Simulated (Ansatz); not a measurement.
Ansatz (a first-principles code) input:
A basis named .json is the Basis Set Exchange file of that set.

Ansatz 0.2 input:
```yaml
crystal:
  periodic: [false, false, false]
  atoms:
    - {symbol: C, position_ang: [-1.53979150, 0.26545639, 0.27089219]}
    - {symbol: C, position_ang: [-0.62338202, -0.98154047, 0.20237947]}
    - {symbol: C, position_ang: [0.59707019, -0.03733106, 0.27862315]}
    - {symbol: C, position_ang: [-0.32373306, 1.12397970, -0.15764146]}
    - {symbol: N, position_ang: [1.71320044, -0.34677875, -0.60216196]}
    - {symbol: H, position_ang: [-1.85565850, 0.48487070, 1.29119961]}
    - {symbol: H, position_ang: [-2.41652261, 0.27983329, -0.37473893]}
    - {symbol: H, position_ang: [-0.66443027, -1.45559828, -0.77908749]}
    - {symbol: H, position_ang: [-0.72968169, -1.74198353, 0.97616781]}
    - {symbol: H, position_ang: [0.89113256, 0.10039388, 1.32883462]}
    - {symbol: H, position_ang: [-0.18380706, 2.09367149, 0.32031273]}
    - {symbol: H, position_ang: [-0.28014244, 1.24464730, -1.24079997]}
    - {symbol: H, position_ang: [2.17970751, -1.19598411, -0.30018422]}
    - {symbol: H, position_ang: [2.40601783, 0.39421310, -0.57209056]}
basis:
  gaussian:
    orbitals: def2-QZVPP.json
hamiltonian:
  xc: {name: PBE0}
```

**Question.** Which total energy does the run end on?

**Answer.** -212.40068 Eh (PBE0/def2-QZVPP). The basis has 555 functions.
